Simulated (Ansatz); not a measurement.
iodine atom (I), doublet (core potentials on I); CASSCF(3,3)/def2-SVP run with Ansatz (a quantum-chemistry and plane-wave program).

Ansatz was given this input:
Ansatz 0.2 input:
```yaml
crystal:
  periodic: [false, false, false]
  atoms:
    - {symbol: I, position_ang: [0.00000000, 0.00000000, 0.00000000]}
basis:
  gaussian:
    orbitals: def2-SVP
hamiltonian:
  xc: hf
correlation: {active_space: {window: {electrons: 3, orbitals: 3}}}
magnetization: {spin_polarized: false, initial_magnetization: 1}
```

It wrote (shortened):

```
Functional definition: HF
145 factors; integrals over basis functions are off by at most 1.7e-4 eV
mean field evaluation 1: about -8072.1384 eV, gradient 2.4e0 eV
mean field evaluation 2: about -8072.1384 eV, gradient 2.4e0 eV
mean field evaluation 4: about -8072.1634 eV, gradient 1.5e-1 eV
mean field evaluation 8: about -8072.1635 eV, gradient 6.5e-7 eV
mean field evaluation 16: about -8072.1635 eV, gradient 2.7e-6 eV
mean field evaluation 32: about -8072.1635 eV, gradient 1.7e-4 eV
mean field -8072.16346989 eV, -296.6465360096 hartree, gradient 1.8e-6 eV, S^2 0.750000; 3 other end points of the search recorded, 0 dependent functions left out
reference -8072.16346989 eV, -296.6465360096 hartree; 13, 12 occupied and 13, 14 virtual orbitals, 145 factors
state -8072.38603493 eV, -296.6547151238 hartree
1 active orbitals were swapped for others, from the solution at -8072.30986153 eV, -296.6519158031 hartree to that at -8072.38603493 eV, -296.6547151238 hartree; typed "places" are swapped only where nearly empty or full, and so, without "given_window_search", are "orbital_numbers", "shells" and a window whose orbitals a file names under [Active]
Total energy: -8072.38603493 eV, -296.6547151238 hartree
```
